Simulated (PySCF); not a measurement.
In(Br)(OH)2 (BrH2InO2), SMILES [OH][In]([OH])[Br]. The structure is a stationary point at B3LYP-D3(BJ)/def2-SVP. The def2 effective core potentials stand for the cores of In; spin–orbit coupling is left out. Other conformers were not sampled.

These are PySCF with B3LYP-D3(BJ)/def2-SVP values and carry that method's errors.

Harmonic wavenumbers (cm⁻¹): 90, 119, 120, 251, 266, 282, 589, 619, 825, 853, 3804, 3815. Rotational constants (GHz): 4.866, 1.225, 0.9784; symmetry number 1.

Q: Work out the zero-point energy and the ideal-gas rigid-rotor harmonic-oscillator thermochemistry at 298.15 K and 1 atm.

A: ZPE = ½ Σ hcν = ½ × 11634 cm⁻¹ = 16.63 kcal/mol. H − E(el) = 21.51 kcal/mol. Entropy in cal/(mol K): translation 42.18, rotation 28.40, vibration 15.98, total 86.56. G − E(el) = -4.30 kcal/mol. Cp = 22.20 cal/(mol K). Modes under 150 cm⁻¹ make the vibrational entropy uncertain.
